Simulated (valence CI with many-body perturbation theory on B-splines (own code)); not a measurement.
How close is CI+MBPT for Sb III?

Computed by valence CI with perturbative core correlation (CI+MBPT): three valence electrons over a frozen Dirac-Fock core [Kr] 4d10, radial functions for each j: 11 s, 11 p, 9 d, 7 f, 5 g, 2 h, 1 i, with the one-electron correlation potential Σ1 (screened to all orders), the two-electron term Σ2, the three-electron term Σ3, Breit, model QED; selected single and double excitations, second order for the rest, scaled by the run's own slope (own B-spline code, finite nucleus).

Set against measurement, 16 paired levels are off by 201 cm⁻¹ on average, the worst by 603. These come from a selection out of Moore, Atomic Energy Levels, vol. III, NSRDS-NBS 35 (1971 reprint of NBS Circular 467, 1958), an old analysis. Levels without a partner in it may be off by more. 1 measured level below the end of the list, from 163388 cm⁻¹ on, found no clear computed partner, and computed levels of the same name lie up to 1446 cm⁻¹ from them.

Measured levels: Moore, Atomic Energy Levels, vol. III, NSRDS-NBS 35 (1971 reprint of NBS Circular 467, 1958). Pairs share parity and J, and are chosen by configuration, term and nearness in energy; levels without a clear partner are left out. The analysis is old, and some levels have since been revised. Energies in cm⁻¹ above the measured ground level. The last column is blank where CI alone has no clear partner.

Names give the largest LS component (configuration and term), which can be under half, so a name can repeat, a term be missing and a line seem to break the LS rules; names also repeat where a configuration has a term twice.

| Computed label | Label in the source | Measured | Computed | Difference | CI alone, difference |
| --- | --- | --- | --- | --- | --- |
| 5s²5p ²P°_1/2 | 5s2 5p 2P° | 0 | 0.0 | 0 | 0 |
| 5s²5p ²P°_3/2 | 5s2 5p 2P° | 6576 | 6578.8 | +3 | -544 |
| 5s5p² ⁴P_5/2 | 5s 5p2 4P | 64356 | 64063.4 | -293 | -6032 |
| 5s5p² ²D_3/2 | 5s 5p2 2D | 76522.8 | 76316.7 | -206 | -5039 |
| 5s5p² ²D_5/2 | 5s 5p2 2D | 77791.9 | 77592.5 | -199 | -5200 |
| 5s5p² ²S_1/2 | 5s 5p2 2P | 92948.9 | 93068.3 | +119 |  |
| 5s²6s ²S_1/2 | 5s2 6s 2S | 93417.8 | 93691.4 | +274 |  |
| 5s²5d ²D_3/2 | 5s2 5d 2D | 98819.5 | 99099.6 | +280 | -1464 |
| 5s²5d ²D_5/2 | 5s2 5d 2D | 100385.4 | 100651.7 | +266 | -1949 |
| 5s5p² ²P_3/2 | 5s 5p2 2P | 101953.5 | 102247.2 | +294 | +549 |
| 5s²6p ²P°_1/2 | 5s2 6p 2P° | 114720.5 | 114874.2 | +154 | -3486 |
| 5s²6p ²P°_3/2 | 5s2 6p 2P° | 116388.5 | 116521.1 | +133 | -3583 |
| 4f5s² ²F°_7/2 | 5s2 4f 2F° | 136213.6 | 136332.6 | +119 | -4208 |
| 4f5s² ²F°_5/2 | 5s2 4f 2F° | 136269.6 | 136388.3 | +119 | -4212 |
| 5s²7s ²S_1/2 | 5s2 7s 2S | 143126.8 | 142523.4 | -603 | -3981 |
| 5s²6d ²D_3/2 | 5s2 6d 2D | 144682.6 | 144759.8 | +77 | -3905 |
| 5s²6d ²D_5/2 | 5s2 6d 2D | 144918.6 | 144997.2 | +79 | -3910 |

Over 16 excited levels the mean absolute difference is 201 cm⁻¹, the median 177 and the largest 603. For the 14 levels that pair on every rung the mean is CI alone 3433, + Σ1 2637, + Σ2 289, + Σ3 257, + Breit 176, + QED 202. The comparison draws on a selection of the measured levels: 17 of the 47 computed ones have a partner in it, and others may be off by more.

These 1 measured levels below the end of the computed list are not counted above. Beside each stands the unpaired computed level of its name, or else the nearest of its J and parity; the gap is either an error of the method or a doubtful assignment.

```csv
Label in the source,J,Measured,Unpaired level,Computed
5s2 8s 2S,1/2,163388,5s²8s ²S_1/2,164834
```
